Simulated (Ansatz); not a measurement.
ClFH4OSiSn, SMILES `[OH][SnH]([Cl])[SiH2]F`, relaxed with RKS PBE-D4/def2-SVP in the Gaussian-basis code of Ansatz from a rough embedded geometry. The force threshold is 0.03 eV/Å; the program also tests the step.

The species carries charge 0 and has multiplicity 1. Sn takes the def2 core potential.

Start:

```xyz
9

O     0.269    1.432    1.805
Sn    0.643   -0.201    0.817
Cl   -0.204   -2.001    2.025
Si   -0.423   -0.161   -1.373
F     0.170    1.155   -2.331
H    -0.748    1.565    1.773
H     2.380   -0.380    0.658
H    -0.143   -1.397   -2.114
H    -1.944   -0.012   -1.260
```

(1) How much energy does the relaxation release, and in how many steps? (Best estimate.)

(2) Which bonds change most? (Estimate.)

(3) Give the relaxed structure. (Estimate.)

Results:

(1) Ansatz gave: 0.46 eV, in 10 steps.

(2) The calculation gave: Sn2–Si4 from 2.435 to 2.594 Å; Si4–F5 from 1.733 to 1.644 Å; Sn2–Cl3 from 2.327 to 2.397 Å; O1–Sn2 from 1.944 to 2.009 Å.

(3) The calculation gave: 
```xyz
9

O     0.339    1.481    1.929
Sn    0.743   -0.112    0.775
Cl   -0.317   -2.019    1.769
Si   -0.479   -0.194   -1.511
F     0.028    1.033   -2.480
H    -0.626    1.623    1.996
H     2.449   -0.265    0.977
H    -0.183   -1.501   -2.188
H    -1.954   -0.046   -1.267
```
